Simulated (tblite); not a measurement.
C3H10FSi2 (doublet state).
Numbering: `[F:1][CH:2][C@H:3]([SiH3:4])[CH2:5][SiH3:6]` (hydrogens: H7 on C2; H8 on C3; H9, H10, H11 on Si4; H12, H13 on C5; H14, H15, H16 on Si6)

Computed with GFN2-xTB (tblite), gas phase: L-BFGS steps from a force-field or distance-geometry start until the largest atomic force falls under 0.01 eV/Å.

Step 0: E = -533.6816 eV
```
atom  x, y, z in Å  |  force x, y, z in eV/Å
F1     -1.9059    1.0953    2.2610   -0.272  -0.430  -0.052
C2     -1.5967    0.0267    1.4747    1.799   0.004  -0.008
C3     -0.5619    0.3505    0.4201   -0.588   1.124   0.906
Si4    -1.2963    0.0652   -1.2812   -1.144  -0.706  -0.741
C5      0.7097   -0.4151    0.6617    0.264  -0.125   0.872
Si6     2.0047   -0.0550   -0.6227    1.396  -0.022  -0.538
H7     -1.3098   -0.8718    2.0655   -0.808   0.640  -0.210
H8     -0.2960    1.4471    0.5125   -0.478  -0.832  -0.103
H9     -1.2686   -1.4037   -1.5616    0.122   0.474   0.058
H10    -2.7279    0.4125   -1.1937    0.242   0.097  -0.114
H11    -0.6013    0.8112   -2.3347   -0.218   0.026   0.067
H12     1.1080   -0.0464    1.6259   -0.054  -0.493  -0.104
H13     0.5479   -1.4967    0.7470   -0.132   0.245   0.036
H14     2.7298    1.1867   -0.2862   -0.190  -0.068  -0.072
H15     1.4458    0.0414   -1.9744    0.252  -0.104   0.112
H16     3.0109   -1.1391   -0.5252   -0.191   0.169  -0.110
```

Question: Estimate the geometry and energy of step 1. (The exact step hangs on the optimiser's Hessian estimate; all steps are aligned on step 0, rigid shifts and turns removed.)

Answer: E = -533.8278 eV, largest force 1.134 eV/Å
```
atom  x, y, z in Å  |  force x, y, z in eV/Å
F1     -1.9097    1.0891    2.2603   -0.302  -0.349   0.010
C2     -1.5710    0.0268    1.4745    1.081   0.300   0.164
C3     -0.5703    0.3666    0.4330   -0.047   0.133   0.137
Si4    -1.3127    0.0551   -1.2918   -0.590  -0.359  -0.260
C5      0.7135   -0.4168    0.6741    0.210   0.193  -0.026
Si6     2.0246   -0.0553   -0.6304    0.669  -0.052  -0.135
H7     -1.3213   -0.8626    2.0625   -0.613   0.264  -0.044
H8     -0.3029    1.4352    0.5111   -0.343  -0.193  -0.047
H9     -1.2669   -1.3969   -1.5608    0.108   0.222   0.013
H10    -2.7244    0.4139   -1.1954   -0.031   0.139  -0.114
H11    -0.6044    0.8116   -2.3337   -0.249  -0.014   0.092
H12     1.1072   -0.0534    1.6244    0.088  -0.349   0.241
H13     0.5460   -1.4932    0.7475   -0.157   0.125   0.058
H14     2.7271    1.1858   -0.2872   -0.081   0.057  -0.049
H15     1.4494    0.0399   -1.9728    0.242  -0.099   0.068
H16     3.0082   -1.1367   -0.5268    0.016  -0.018  -0.108
```

The energy changes by -0.1462 eV. The first-order estimate −F·Δx gives -0.2047 eV and the mean of the old and new forces, exact on a quadratic surface, -0.1460 eV. The step makes an angle of 0° with the force vector and moves no atom by more than 0.026 Å.

What follows is the cost of the whole relaxation. On an AMD EPYC 7B13 with one thread, shared host, this took 0.79 s wall.
